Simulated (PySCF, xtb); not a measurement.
Si(OSiH3)(Me)(Cl)2 (CH₆Cl₂OSi₂), SMILES [SiH3]O[Si](Cl)(Cl)C.

xtb 6.7.1 with GFN2-xTB at its own geometry gives an orbital gap of 5.99 eV and a dipole moment of 2.46 D.

Coordinates come from a B3LYP-D3(BJ)/def2-SVP optimisation. The values are those of a single conformer.

What does PySCF with PBE/def2-TZVP give? (Estimate from the structure and the level; the computed values follow.)

gap 6.56 eV (levels -7.51 and -0.95 eV), dipole 1.61 D.
